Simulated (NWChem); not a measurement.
Species: CH6MgSi; SMILES [CH3][Mg][SiH3]

Computed with NWChem. Medium grid unless said otherwise, to which SCAN and Minnesota functionals are sensitive. Coordinates come from a B3LYP/6-31G* (spherical d) optimisation.

### Question
What does the run give for SCAN/def2-SVP? Quantities: highest occupied level (eV); orbital gap (eV); dipole (D).

### Answer
| Item | Value |
|---|---|
| highest occupied level (eV) | -5.75 |
| orbital gap (eV) | 4.60 |
| dipole (D) | 1.28 |
